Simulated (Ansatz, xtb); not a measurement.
## Two structures of F2GaNSe

Structure X is a singlet given by its coordinates and structure Y is the triplet with the links of `[F][Ga]([F])[N]=[Se]`. Both are isolated molecules in the gas phase, relaxed with PBE-D3(BJ)/def2-SVP; the shapes shown needn't be the lowest conformers.

X (Å):

```xyz
5

F    -0.8199   -2.9437   -2.2612
F    -0.3626   -2.4171    0.6490
Ga   -0.2042   -1.8670   -1.0141
N     0.5915   -0.1781   -1.4448
Se   -0.8741    0.8054   -1.3925
```

Close contacts (Å): F1–Ga3 1.76, F2–Ga3 1.76, Ga3–N4 1.92, Ga3–Se5 2.78, N4–Se5 1.77.

Y (Å):

```json
{"atom": "F", "x (Å)": "-2.2825", "y (Å)": "-0.3933", "z (Å)": "-0.8306"}
{"atom": "F", "x (Å)": "-0.8934", "y (Å)": "0.0250", "z (Å)": "1.7766"}
{"atom": "Ga", "x (Å)": "-2.1862", "y (Å)": "-0.7569", "z (Å)": "0.8876"}
{"atom": "N", "x (Å)": "-3.3495", "y (Å)": "-1.8844", "z (Å)": "1.7458"}
{"atom": "Se", "x (Å)": "-4.7083", "y (Å)": "-2.8216", "z (Å)": "1.2784"}
```

Q: Estimate which is lower in electronic energy at CCSD(T)/def2-SVP, and by roughly how much.

A: The CCSD(T)/def2-SVP calculation puts structure Y lower, by 9.1 kcal/mol.

How the difference moves with the method:

```csv
level,geometry,E(Y) − E(X) (kcal/mol),departure from the last row (kcal/mol),"job, with rough time for the two"
PBE-D3(BJ)/def2-SVP,PBE-D3(BJ)/def2-SVP,−12.2,−3.1,"optimisation, 29 s"
HF/def2-SVP,PBE-D3(BJ)/def2-SVP,−33.5,−24.4,part of the CCSD(T) run
MP2/def2-SVP,PBE-D3(BJ)/def2-SVP,−6.9,+2.3,part of the CCSD(T) run
CCSD(T)/def2-SVP,PBE-D3(BJ)/def2-SVP,−9.1,,"single point, 93 s"
```

The levels shown agree on the order. The largest departure from CCSD(T)/def2-SVP is that of HF/def2-SVP, 24.4 kcal/mol. Levels run at GFN2-xTB geometries aren't shown. MP2 in a larger basis moves the difference by +2.4 kcal/mol, a step that isn't added because spin contamination makes open-shell MP2 unreliable in this search. At the GFN2-xTB geometry of X a triplet lies below the singlet at r2SCAN-D4. The triplet state of Y needn't be its ground state.

With harmonic frequencies from PBE-D3(BJ)/def2-SVP (ideal gas, rigid rotor, one conformer each, 298.15 K, 1 atm): the zero-point term adds +0.2 kcal/mol; ΔH is −8.9 and ΔG −9.5 kcal/mol.

Open shells are spin-unrestricted. The correlated steps freeze 21 core orbitals; the filled d shell of Ga and Se is correlated, in a basis made for valence electrons. ΔG holds the spin degeneracy. Codes used: Ansatz 0.2.0; the last row on 2 threads of Arm Neoverse V2 on a shared host.
